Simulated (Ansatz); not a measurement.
```yaml
crystal:
  periodic: [false, false, false]
  atoms:
    - {symbol: C, position_ang: [-0.510164, -0.421486, -0.426917]}
    - {symbol: Al, position_ang: [0.347744, 0.669550, 0.854878]}
    - {symbol: Zn, position_ang: [1.373480, 0.373983, -1.356740]}
    - {symbol: H, position_ang: [-1.139631, -1.277077, -0.160214]}
    - {symbol: H, position_ang: [-0.957231, 0.106788, -1.281291]}
    - {symbol: H, position_ang: [0.927803, 0.484243, 2.324183]}
basis:
  gaussian: {orbitals: aug-cc-pVDZ}
magnetization: {spin_polarized: true, initial_magnetization: 8}
hamiltonian: {xc: {name: PBE-QIDH}}
```

```sh
$ ansatz run in.yaml --threads 2 --pin off --events-out ev --progress --plain --max-ram 4352MiB
```

It prints (some lines left out):

```
Functional definition: PBE-QIDH
1382 factors; integrals over basis functions are off by at most 7.2e-4 eV
mean field evaluation 1: about -56052.5470 eV, gradient 1.6e1 eV
mean field evaluation 2: about -56052.5493 eV, gradient 1.6e1 eV
mean field evaluation 4: about -56055.4157 eV, gradient 4.9e0 eV
mean field evaluation 8: about -56056.0116 eV, gradient 6.0e-1 eV
mean field evaluation 16: about -56056.0505 eV, gradient 1.2e-2 eV
mean field -56056.05048590 eV, -2060.0218592012 hartree, gradient 8.8e-6 eV, S^2 20.008742; 4 other end points of the search recorded, 0 dependent functions left out
11 core orbitals not correlated, not the lowest: weight in the atoms' cores, before any rotation towards them, 1.000 or more for the frozen orbitals, at most 0.000 for the correlated occupied ones
reference -56056.05051389 eV, -2060.0218602299 hartree; 19, 11 occupied and 106, 114 virtual orbitals, 1382 factors
second order -23.34624915 eV of doubles, -0.00000000 eV of singles
Total energy: -56063.83259694 eV, -2060.3078465070 hartree
```

(1) Something in this input is off. What?

Answers

(1) The spin is set far too high for this molecule. The calculation finished and met its thresholds. The result belongs to that input, not to the molecule as meant.
